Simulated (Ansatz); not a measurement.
Calculation: Ansatz (a first-principles code) with frozen-core CCSD(T)/cc-pVTZ // B3LYP-D3(BJ)/def2-TZVP.

Ansatz 0.2 input:
```yaml
crystal:
  periodic: [false, false, false]
  atoms:
    - { symbol: O, position_ang: [-0.775093, 1.58262, -0.765051] }
    - { symbol: C, position_ang: [-0.32026, 0.663418, 0.215232] }
    - { symbol: Si, position_ang: [-0.488357, -1.247455, 0.078507] }
    - { symbol: Si, position_ang: [1.440368, -0.05541, 0.086003] }
    - { symbol: H, position_ang: [-1.73339, 1.50693, -0.83479] }
    - { symbol: H, position_ang: [-0.514273, 0.989276, 1.244319] }
    - { symbol: H, position_ang: [-1.114684, -1.964274, 1.210367] }
    - { symbol: H, position_ang: [-0.938275, -1.741128, -1.239956] }
    - { symbol: H, position_ang: [2.349189, 0.155539, 1.231749] }
    - { symbol: H, position_ang: [2.094777, 0.110483, -1.226382] }
basis:
  gaussian: { orbitals: cc-pVTZ }
correlation:
  method: ccsd_t
```

Output:

```
Functional definition: HF
1221 factors; integrals over basis functions are off by at most 1.1e-3 eV
mean field evaluation 1: about -18883.3800 eV, gradient 3.3e1 eV
mean field evaluation 2: about -18883.6997 eV, gradient 3.4e1 eV
mean field evaluation 4: about -18886.7771 eV, gradient 3.9e0 eV
mean field evaluation 8: about -18886.8445 eV, gradient 2.5e-1 eV
mean field evaluation 16: about -18883.3818 eV, gradient 3.3e1 eV
mean field -18886.84485027 eV, -694.0787462841 hartree, gradient 5.1e-6 eV, S^2 0.000000; 0 other end points of the search recorded, 0 dependent functions left out
12 core orbitals not correlated
reference -18886.84485027 eV, -694.0787462841 hartree; 12, 12 occupied and 188, 188 virtual orbitals, 1221 factors
second order -17.82417888 eV of doubles, -0.00000000 eV of singles
cycle   1  -18.43207274 eV  change   -6.1e-1 eV  update   9.9e-2
cycle   2  -18.96419732 eV  change   -5.3e-1 eV  update   3.1e-2
cycle   3  -19.05525946 eV  change   -9.1e-2 eV  update   1.5e-2
cycle   4  -19.04582032 eV  change    9.4e-3 eV  update   4.1e-3
cycle   5  -19.04495140 eV  change    8.7e-4 eV  update   2.0e-3
cycle   6  -19.04520634 eV  change   -2.5e-4 eV  update   6.5e-4
cycle   7  -19.04481997 eV  change    3.9e-4 eV  update   2.8e-4
cycle   8  -19.04480031 eV  change    2.0e-5 eV  update   9.5e-5
cycle   9  -19.04485184 eV  change   -5.2e-5 eV  update   3.9e-5
cycle  10  -19.04484696 eV  change    4.9e-6 eV  update   1.4e-5
perturbative correction -0.78624969 eV, -0.0288941430 hartree
Total energy: -18906.67594691 eV, -694.8075256438 hartree
```

Cost: about 90 core-seconds (a rough figure).
